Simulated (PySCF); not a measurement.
GaO, doublet, at a GFN2-xTB geometry (such geometries of metal compounds can be far from the true shape); CASSCF(5,4)/6-31G run with PySCF.

Input for PySCF:
```python
from pyscf import gto, scf, mcscf
import numpy

mol = gto.M(
    atom='''
Ga   -0.000000   -0.000000   -0.337701
O     0.000000    0.000000    1.308590
''',
    basis='6-31g',
    charge=0,
    spin=1,
    verbose=4,
)

mf = scf.ROHF(mol)
mf.kernel()
mc = mcscf.CASSCF(mf, 4, 5)
mc.fix_spin_(ss=0.75)
mc.kernel()
occ = numpy.linalg.eigvalsh(mc.fcisolver.make_rdm1(mc.ci, mc.ncas, mc.nelecas))[::-1]
ss = mc.fcisolver.spin_square(mc.ci, mc.ncas, mc.nelecas)[0]
print('natural occupations', occ.round(4), ' <S^2>', round(ss, 4))
```

The log (banner, timings and long lists left out):

```
PySCF version 2.14.0

[INPUT] verbose = 4
[INPUT] num. atoms = 2
[INPUT] num. electrons = 39
[INPUT] charge = 0
[INPUT] spin (= nelec alpha-beta = 2S) = 1
[INPUT] symmetry False subgroup None
[INPUT] Mole.unit = angstrom
[INPUT] Symbol           X                Y                Z      unit          X                Y                Z       unit  Magmom
[...]
nuclear repulsion = 79.7161305675364
number of shells = 16
number of NR pGTOs = 112
number of NR cGTOs = 36
basis = 6-31g
ecp = {}

******** <class 'pyscf.scf.rohf.ROHF'> ********
method = ROHF
initial guess = minao
damping factor = 0
level_shift factor = 0
DIIS = <class 'pyscf.scf.diis.CDIIS'>
diis_start_cycle = 1
diis_space = 8
diis_damp = 0
SCF conv_tol = 1e-09
SCF conv_tol_grad = None
SCF max_cycles = 50
direct_scf = True
direct_scf_tol = 1e-13
num. doubly occ = 19  num. singly occ = 1
Set gradient conv threshold to 3.16228e-05
init E= -1997.06332120754
[...]
cycle= 1 E= -1997.51177391105  delta_E= -0.448  |g|= 0.744  |ddm|= 1.21
[...]
cycle= 2 E= -1997.14569420068  delta_E= 0.366  |g|= 1.42  |ddm|= 1.43
[...]
cycle= 3 E= -1997.69075449832  delta_E= -0.545  |g|= 0.0439  |ddm|= 0.927
[...]
cycle= 4 E= -1997.69294731199  delta_E= -0.00219  |g|= 0.0475  |ddm|= 0.111
[...]
cycle= 5 E= -1997.69446168007  delta_E= -0.00151  |g|= 0.0406  |ddm|= 0.0549
[...]
cycle= 6 E= -1997.69657158656  delta_E= -0.00211  |g|= 0.0382  |ddm|= 0.0774
[...]
cycle= 7 E= -1997.69534555014  delta_E= 0.00123  |g|= 0.0378  |ddm|= 0.0476
[...]
cycle= 8 E= -1997.67857329997  delta_E= 0.0168  |g|= 0.147  |ddm|= 0.557
[...]
cycle= 9 E= -1997.68032816507  delta_E= -0.00175  |g|= 0.135  |ddm|= 0.0375
[...]
cycle= 10 E= -1997.68830990089  delta_E= -0.00798  |g|= 0.0627  |ddm|= 0.212
[...]
cycle= 11 E= -1997.68527551478  delta_E= 0.00303  |g|= 0.0855  |ddm|= 0.116
[...]
cycle= 12 E= -1997.68414581071  delta_E= 0.00113  |g|= 0.0918  |ddm|= 0.0421
[...]
cycle= 13 E= -1997.68312672388  delta_E= 0.00102  |g|= 0.101  |ddm|= 0.0274
[...]
cycle= 14 E= -1997.68380410242  delta_E= -0.000677  |g|= 0.092  |ddm|= 0.014
[...]
cycle= 15 E= -1997.67201651318  delta_E= 0.0118  |g|= 0.127  |ddm|= 0.312
[...]
cycle= 16 E= -1997.69034539116  delta_E= -0.0183  |g|= 0.0197  |ddm|= 0.539
[...]
cycle= 17 E= -1997.69435683683  delta_E= -0.00401  |g|= 0.0263  |ddm|= 0.197
[...]
cycle= 18 E= -1997.69459761727  delta_E= -0.000241  |g|= 0.0254  |ddm|= 0.0105
[...]
cycle= 19 E= -1997.69178156542  delta_E= 0.00282  |g|= 0.0272  |ddm|= 0.129
[...]
[...]
SCF not converged.
CASCI E = -1997.69415404653  S^2 = 0.7500000
[...]
macro iter  30 ( 21 JK    4 micro), CASSCF E = -1997.73842817494  dE = -5.69435035e-05  S^2 = 0.7500000
               |grad[o]|=0.00511  |grad[c]|=0.0039  |ddm|=0.0403  |maxRot[o]|=0.0564
macro iter  31 (  7 JK    2 micro), CASSCF E = -1997.73843241419  dE = -4.23924962e-06  S^2 = 0.7500000
               |grad[o]|=0.00163  |grad[c]|=0.00489  |ddm|=0.0336  |maxRot[o]|=0.0699
macro iter  32 (  7 JK    2 micro), CASSCF E = -1997.73843694320  dE = -4.52900804e-06  S^2 = 0.7500000
               |grad[o]|=0.0014  |grad[c]|=0.00493  |ddm|=0.038  |maxRot[o]|=0.0699
macro iter  33 (  7 JK    2 micro), CASSCF E = -1997.73844088470  dE = -3.94149356e-06  S^2 = 0.7500000
               |grad[o]|=0.00112  |grad[c]|=0.00494  |ddm|=0.039  |maxRot[o]|=0.0699
macro iter  34 ( 19 JK    4 micro), CASSCF E = -1997.73844330724  dE = -2.42254077e-06  S^2 = 0.7500000
               |grad[o]|=0.000773  |grad[c]|=0.00131  |ddm|=0.013  |maxRot[o]|=0.0451
macro iter  35 ( 13 JK    3 micro), CASSCF E = -1997.73844492594  dE = -1.61870162e-06  S^2 = 0.7500000
               |grad[o]|=0.000597  |grad[c]|=0.00252  |ddm|=0.0177  |maxRot[o]|=0.0504
macro iter  36 (  9 JK    3 micro), CASSCF E = -1997.73844575837  dE = -8.32432534e-07  S^2 = 0.7500000
               |grad[o]|=0.000389  |grad[c]|=0.0036  |ddm|=0.0245  |maxRot[o]|=0.0602
macro iter  37 (  9 JK    3 micro), CASSCF E = -1997.73844623760  dE = -4.79227083e-07  S^2 = 0.7500000
               |grad[o]|=0.000324  |grad[c]|=0.00336  |ddm|=0.0206  |maxRot[o]|=0.0583
macro iter  38 (  8 JK    2 micro), CASSCF E = -1997.73844655409  dE = -3.16496426e-07  S^2 = 0.7500000
               |grad[o]|=0.000292  |grad[c]|=0.00601  |ddm|=0.032  |maxRot[o]|=0.0738
macro iter  39 (  7 JK    2 micro), CASSCF E = -1997.73844670737  dE = -1.53274186e-07  S^2 = 0.7500000
               |grad[o]|=0.000263  |grad[c]|=8.76e-05  |ddm|=0.000492  |maxRot[o]|=0.00358
macro iter  40 (  3 JK    1 micro), CASSCF E = -1997.73844673450  dE = -2.71322733e-08  S^2 = 0.7500000
               |grad[o]|=7.29e-05  |grad[c]|=7.09e-05  |ddm|=0.000125  |maxRot[o]|=0.00409
1-step CASSCF converged in  40 macro (697 JK 142 micro) steps
CASSCF canonicalization
Density matrix diagonal elements [1.90668781 1.90274396 1.08287136 0.10769687]
CASSCF energy = -1997.73844673450
CASCI E = -1997.73844673450  E(CI) = -6.33448385590100  S^2 = 0.7500000
natural occupations [1.9286 1.9148 1.057  0.0996]  <S^2> 0.75
```

The run did not converge; its last values are not results.
